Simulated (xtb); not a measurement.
xtb input:

```bash
xtb mol.xyz --gfnff --opt tight --chrg 1 --uhf 0
```
mol.xyz:
```
4

Se    -0.07086535     0.13535602     0.33303980
F     -1.10807651    -0.97583972    -0.34682015
F      0.03071973     1.16255553    -0.97360251
F      1.34507034    -0.69806079     0.06227231
```

Question: Predict the final energy.

Answer: 1.25928 Eh (GFN-FF).

It need not be the lowest isomer of its formula.
